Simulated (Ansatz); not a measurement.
`[SiH3]/C=[CH]/[GeH3]` + `C=CS` → `C=CS[SiH3]` + `C=[CH][GeH3]`  (ligand exchange at the Si–C bond)

Computed with Ansatz on PBE0-D4/def2-TZVP structures; ΔE is electronic, products minus reactants. CCSD(T)/CBS is the MP2 limit (def2-TZVPP, def2-QZVPP) plus CCSD(T) − MP2 in def2-TZVPP, frozen cores. This one scheme is used for every species. DFT in def2-TZVPP. For Ge outer-core shells are correlated without core-valence functions, which leaves a few kJ/mol of doubt a bond. Scalar relativity is left out up to krypton. One conformer a species, not always the lowest.

Task: Is it downhill or uphill in electronic energy at CCSD(T)/CBS, and by how much? (An estimate is asked.)

Result: Computed: Downhill: ΔE = -54.9 kJ/mol.

Task: What do these levels give: revPBE-D4, r2SCAN, PBE0, r2SCANh, LC-ωPBE, HF/def2-SVP? (Estimate.)

Result: Computed: revPBE-D4 -53.1, r2SCAN -54.3, PBE0 -54.5, r2SCANh -54.9, LC-ωPBE -53.5, HF/def2-SVP -52.2 kJ/mol.

Largest T1 diagnostic among the species: 0.012.

At CCSD(T), def2-SVP lies +6.1 kJ/mol from the extrapolated value and def2-TZVPP +2.3 kJ/mol. Leaving LDA and LC-ωPBE aside and taking each functional with its dispersion term where it has one, the values, not all of them listed here, spread over 5.2 kJ/mol, from PBE-QIDH to BLYP-D4. From BLYP to BHLYP (50 % exact exchange), in def2-TZVPP and without D4, ΔE moves by −3.8 kJ/mol.
